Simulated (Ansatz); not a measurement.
A made-up structure of SiHO2F, closed shell:

```json
{"atom": "O1", "x (Å)": "0.5055", "y (Å)": "1.9304", "z (Å)": "-0.8317"}
{"atom": "Si2", "x (Å)": "-0.3755", "y (Å)": "-0.2778", "z (Å)": "-0.0547"}
{"atom": "O3", "x (Å)": "0.6918", "y (Å)": "0.9240", "z (Å)": "0.0020"}
{"atom": "F4", "x (Å)": "-1.6714", "y (Å)": "0.3870", "z (Å)": "-0.6337"}
{"atom": "H5", "x (Å)": "1.5603", "y (Å)": "0.6863", "z (Å)": "0.3399"}
```

It is relaxed with PBE-D4/def2-SVP and then PBE0-D4/def2-TZVP (Ansatz 0.2.0). Atoms count as bonded within 1.22 times the sum of their covalent radii (H–H: 0.88 Å). The end point is not checked to be a true minimum.

Task: Does its bonding change? (A judgement: the text doesn't fix the answer.)

Result: By the calculation: No: no bond forms or breaks.

Where it ends: The first stage lowers the energy by 1.02 eV in 10 steps. It ends as SiHO₂F ([O][OH][Si][F]):
```csv
atom,x (Å),y (Å),z (Å)
O1,0.6387,2.1321,-0.7772
Si2,-0.5006,-0.3783,0.1002
O3,0.6864,0.8452,-0.0944
F4,-1.6839,0.3107,-0.6925
H5,1.5700,0.7401,0.2858
```

Labels in which every atom is bracketed show which atoms are joined, not bond orders.

For scale, one of the runs: PBE0-D4/def2-TZVP relaxation, 136 basis functions, launched by `ansatz run in.yaml --threads 2 --pin off --events-out ev --progress --plain --max-ram 4352MiB`. The run took about 22 s on 2 CPU threads of an Intel Xeon Platinum 8259CL (shared host).
